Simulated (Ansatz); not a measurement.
Mulliken charges of `F[C]1([GeH3])O[SiH2]1` from ωB97M-V/def2-TZVPP in Ansatz (PBE0-D4/def2-TZVP geometry).

```csv
atom,x (Å),y (Å),z (Å),charge (e)
F1,0.011,-0.691,-1.835,-0.203
C2,-0.091,-0.103,-0.598,0.063
Ge3,0.211,-1.418,0.839,0.070
O4,-1.299,0.649,-0.489,-0.354
Si5,-0.006,1.721,-0.515,0.375
H6,0.192,-0.649,2.169,0.018
H7,1.582,-2.073,0.628,0.020
H8,-0.903,-2.473,0.812,0.028
H9,0.239,2.467,0.738,-0.014
H10,0.146,2.520,-1.746,-0.005
```

Question: By hand: the dipole of these point charges (1 e Å = 4.8032 D).

Answer: Σ q r = (0.470, 0.281, 0.446) e Å, of length 0.706 e Å = 3.39 D.

Question: How does the dipole of the full density compare? (Estimate.)

Answer: The calculation gave: (0.297, 0.333, 0.254) e Å, 2.47 D; the point charges give 1.37 times that, at 17° from its direction.

Point charges leave out the atoms' own dipoles, such as those of lone pairs, and Mulliken's split depends on the basis, so the two needn't agree.
